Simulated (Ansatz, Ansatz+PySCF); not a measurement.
```xyz
2

P     0.0000    0.0000    0.0000
F     0.0000    0.0000    1.5900
```

Basis set: def2-SVP (spherical functions). Frozen core: 6 orbitals. Correlation on ROHF uses semicanonical orbitals with singles. Charge 0, multiplicity 3.

Computed with Ansatz (development build ahead of 0.2.0); each method stands on the lowest determinant of its kind that the runs found.

Q: Give the atomization energy at this shape (free ground-state atoms in the same class of orbitals less the molecule, no zero-point energy) of triplet PF by ROHF-CCSD(T), ROHF-MP2, UHF-MP2, ROHF, UHF.

A:

| method | atomization energy |
| --- | --- |
| ROHF-CCSD(T) | 3.81 eV |
| ROHF-MP2 | 4.06 eV |
| UHF-MP2 | 4.03 eV |
| ROHF | 2.35 eV |
| UHF | 2.42 eV |
